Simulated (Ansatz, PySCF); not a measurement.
Process, species as SMILES: BN (BNH4) + [H][H] (H2) -> B (BH3) + N (NH3)
Structures are relaxed separately at B3LYP-D3(BJ)/def2-TZVP in Ansatz (an electronic-structure program), one conformer each, not searched for the lowest.

Property: energy of full hydrogenation (enthalpy at 298 K, with B3LYP-D3(BJ) rigid-rotor harmonic-oscillator terms from PySCF), in kcal/mol. Valence correlation only, unless marked. Spin-orbit coupling is left out. No relativistic terms. CBS marks a two-point X^-3 extrapolation of the correlation energy; Hartree-Fock from the larger set.

CCSD(T)/CBS(def2-TZVPPD,def2-QZVPPD) (Ansatz) gives 33.0 kcal/mol.

**Question.** Another calculation gave 39.4 kcal/mol. Which level was it?
(A) M06-2X/def2-TZVPD (PySCF)
(B) HF/def2-TZVPD (PySCF)
(C) SVWN5/def2-TZVPD (Ansatz)
(D) BHLYP/def2-TZVPD (Ansatz)

**Answer.** C, SVWN5/def2-TZVPD (Ansatz). The others give 34.6 (M06-2X), 31.7 (BHLYP), 27.3 (HF) kcal/mol.
